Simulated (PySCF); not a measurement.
C4H7O2, SMILES C(C)OC([CH2])=O, multiplicity 2.

Geometry optimised at B3LYP-D3(BJ)/def2-SVP. The isomer is the one that the SMILES or the coordinates give; other isomers of the formula were not compared. One conformer was computed; it need not be the lowest.

Level of theory: SMD-ωB97X/6-31G* in PySCF.

Solvation free energies are E(SMD) − E(gas) at the gas-phase geometry, for 1 M in both phases. In vacuum the dipole moment is 1.74 D.

**Question.** Estimate the solvation free energies in water, cyclohexanone, toluene. (The exact figures need the calculation; the answer reports its results.)

**Answer.** 
```
solvent        ΔG(solv) (kcal/mol)  its non-electrostatic (CDS) part  dipole (D)
-------------  -------------------  --------------------------------  ----------
water                         -2.6                               5.1        2.49
cyclohexanone                 -4.3                              -0.5        2.12
toluene                       -3.5                              -1.5        1.93
```
